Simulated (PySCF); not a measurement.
## Exercise with solution: oscillator strength and radiative lifetime

C₂H₈OSi₃, SMILES O[Si@H]1C=C[Si@@H]1[SiH3].

Coordinates come from a B3LYP-D3(BJ)/def2-SVP optimisation. The structure was generated by enumeration; whether it is a known compound was not checked. Other conformers were not sampled.

TDA-CAM-B3LYP/def2-SVPD (PySCF 2.14.0) puts the first singlet state with f over 0.02 at 6.21 eV (vertical), with the transition dipole (-0.517, -0.334, 0.001) in atomic units.

Q: Find the oscillator strength, the wavelength and the radiative lifetime that this transition would have in vacuum if emission retraced absorption.

A: 
|μ|² = 0.3788 au, so |μ| = 1.56 D. ΔE = 6.21/27.211 = 0.2282 hartree. f = (2/3) ΔE |μ|² = 0.058 (the program prints 0.058).
λ = 1239.84/6.21 = 200 nm; ν = 50087 cm⁻¹.
Einstein's coefficient A = 0.6670 ν² f s⁻¹ (ν in cm⁻¹) = 9.6e7 s⁻¹, so τ = 1/A = 10 ns. This state is S4; the lower singlets have f = 0.001, 0.003, 0.013. The figure is the radiative limit of this one transition; relaxation, internal conversion, crossing to triplets and a medium change what is measured.
